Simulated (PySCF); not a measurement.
# Exercise with solution: entropy of an ideal gas

B(Cl)2(SeH) (BCl2HSe), SMILES ClB(Cl)[SeH].

Coordinates come from a B3LYP-D3(BJ)/def2-SVP optimisation. Other conformers were not sampled.

B3LYP-D3(BJ)/def2-SVP (PySCF) gives the harmonic wavenumbers 186, 216, 347, 397, 416, 718, 903, 977, 2417 cm⁻¹ and the rotational temperatures 0.1461, 0.0799, 0.0516 K. The molar mass is 161.69 g/mol, the symmetry number 1, the spin multiplicity 1.

Task: Work out the entropy at 298.15 K and 1 atm in the rigid-rotor, harmonic-oscillator model.

Result: 
Translation (Sackur–Tetrode at 1 atm): S = R[1.5 ln M + 2.5 ln T − 1.16487] = 172.2 J/(mol K).
Rotation: q = (√π/σ) T^1.5/√(θA θB θC) = 372000, S = R[ln q + 3/2] = 119.1 J/(mol K).
Vibration: with u = 1.4388 ν/T, each mode gives R[u/(e^u − 1) − ln(1 − e^−u)]:
```csv
ν (cm⁻¹),modes,u,S (J/(mol K))
186,1,0.90,9.49
216,1,1.04,8.34
347,1,1.67,4.94
397,1,1.92,4.07
416,1,2.01,3.79
718,1,3.46,1.19
903,1,4.36,0.58
977,1,4.71,0.43
```
The stiffer modes add less than 0.005 each. Sum 32.8 J/(mol K).
Spin: R ln 1 = 0.0 J/(mol K).
Total 324.1 J/(mol K); the program's own thermochemistry gives 324.1. Translation makes up 53 % and vibration 10 %. Anharmonicity, hindered rotation and orbital degeneracy are left out.
